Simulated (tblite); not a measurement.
C6H10O3Si.
SMILES with atom numbers: `[CH3:1][O:2][SiH2:3][CH2:4][C:5](=[C:6]=[O:7])[C:8]([CH3:9])=[O:10]` (hydrogens: H11, H12, H13 on C1; H14, H15 on Si3; H16, H17 on C4; H18, H19, H20 on C9)

A start from a force field or distance geometry was refined with GFN2-xTB geometry optimisation, gas phase (tblite 0.8.0). Values at the start:

```csv
coordinate,start
C1–O2,1.373 Å
C1–H11,1.118 Å
O2–Si3,1.717 Å
Si3–C4,1.848 Å
Si3–H14,1.489 Å
C4–C5,1.499 Å
C4–H16,1.095 Å
C5=C6,1.300 Å
C5–C8,1.466 Å
C6=O7,1.249 Å
C8–C9,1.504 Å
C8=O10,1.264 Å
C9–H18,1.110 Å
C1–O2–Si3,114.1°
O2–Si3–C4,109.0°
Si3–C4–C5,113.0°
C4–C5–C8,122.8°
C5–C6–O7,179.2°
C5–C8–C9,115.4°
C5–C8–O10,122.1°
C6–C5–C8,119.1°
```

How do these coordinates change at the GFN2-xTB level?

| coordinate | GFN2-xTB (Å or °) | change |
| --- | --- | --- |
| C6=O7 | 1.160 | -0.089 |
| O2–Si3 | 1.644 | -0.073 |
| Si3–C4 | 1.915 | +0.067 |
| C8=O10 | 1.218 | -0.046 |
| Si3–H14 | 1.461 | -0.028 |
| C1–H11 | 1.091 | -0.027 |
| C5–C8 | 1.444 | -0.022 |
| C9–H18 | 1.090 | -0.020 |
| C1–O2 | 1.390 | +0.017 |
| C4–C5 | 1.507 | +0.008 |
| C5=C6 | 1.306 | +0.006 |
| C4–H16 | 1.091 | -0.004 |
| C8–C9 | 1.506 | +0.002 |
| O2–Si3–C4 | 93.8 | -15.2 |
| C1–O2–Si3 | 125.0 | +10.9 |
| C6–C5–C8 | 124.5 | +5.4 |
| C4–C5–C8 | 117.8 | -5.0 |
| C5–C6–O7 | 176.4 | -2.8 |
| C5–C8–C9 | 117.7 | +2.3 |
| C5–C8–O10 | 120.4 | -1.7 |
| Si3–C4–C5 | 112.3 | -0.7 |

The energy falls by 133.0 kJ/mol over 168 L-BFGS steps, the largest force on an atom goes from 6.21 to 0.009 eV/Å, and the atoms move by 0.806 Å rms after alignment. The bond that changes most is C6=O7 (ends: central carbon of a ketene; oxygen bonded to C), which shortens by 0.089 Å. Bonds longer at the end by more than 0.005 Å: 4 of 19; shorter: 13. Among the dihedrals that turn most is H15–Si3–C4–H16, from -102° to -177°. Rotational constants go from 1773, 607.2, 497.0 to 2132, 607.8, 482.3 MHz.

Hardware: one thread, Arm Neoverse N1 (aarch64) (shared host). Cost: 2.7 s wall.

Its GFN2-xTB frequencies are all real (lowest 18 cm⁻¹). The numbers are those of one conformer.

All values are computed, not measured.
